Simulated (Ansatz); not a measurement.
Z-matrix (Å, degrees):
```
B
Ga 1 2.135
Si 1 2.016 2 98.4
H 1 1.287 2 57.3 3 106.8
H 1 1.194 2 135.4 3 -180.0
H 1 1.288 2 57.3 3 -106.7
O 2 1.823 1 100.9 3 -0.0
H 2 1.537 1 137.7 3 -180.0
C 3 1.913 1 102.5 2 0.0
H 3 1.485 1 113.3 2 117.3
H 3 1.485 1 113.3 2 -117.3
Se 9 1.773 3 121.6 1 180.0
```

Total charge 0; spin multiplicity 1. The bonds changed during the relaxation, so this is another structure than the one it started from.

Problem. List the PBE/def2-TZVPP orbital energies in eV (Ansatz 0.2.0). (Best estimate.)

Solution. The calculation gave: Occupied: -12301.36, -10095.24, -1779.45, -1561.35, -1402.12, -1402.12, -1402.04, -1235.10, -1094.81, -1094.73, -1094.70, -511.60, -271.56, -204.35, -177.22, -149.66, -149.64, -149.40, -144.95, -137.23, -99.53, -99.35, -99.26, -93.97, -93.94, -93.93, -52.82, -52.79, -52.61, -52.58, -52.54, -26.61, -21.57, -21.54, -21.45, -21.42, -21.38, -17.91, -15.79, -14.41, -12.98, -11.35, -10.73, -10.33, -9.85, -9.82, -9.02, -8.41, -7.51, -6.89, -6.02, -4.79. Lowest empty: -2.99, -2.22, -1.63, -0.88, -0.43, 0.10, 0.71, 0.86.
